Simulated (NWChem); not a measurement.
Species: BH3S; SMILES SB

```xyz
5

B      0.0078    -1.2040     0.0000
H      1.0698    -1.7727     0.0000
H     -1.0441    -1.7896     0.0000
S      0.0836     0.5634     0.0000
H     -1.2407     0.8368     0.0000
```
Atoms are numbered in this order, from 1.

All runs: NWChem. Pople sets run with spherical d functions. The geometry was optimised at PBE0/def2-SVP. Vzz is the largest principal value of the second derivative of the potential at the nucleus (NWChem prints the opposite sign); η is the asymmetry. Non-relativistic.

| level | Vzz B1 (a.u.) | η B1 | Vzz S4 (a.u.) | η S4 |
|---|---|---|---|---|
| CAM-B3LYP/6-31G* | … | 0.37 | … | 0.30 |
| CAM-B3LYP/def2-SVP | 0.439 | 0.30 | 1.655 | 0.23 |
| PBE0/6-31G* | 0.431 | 0.39 | 1.545 | 0.28 |
| PBE0/def2-TZVP | 0.478 | 0.35 | 1.681 | 0.11 |

Task: Fill in the missing entries.

Result: 
- CAM-B3LYP/6-31G*, Vzz B1 (a.u.): 0.449
- CAM-B3LYP/6-31G*, Vzz S4 (a.u.): 1.624
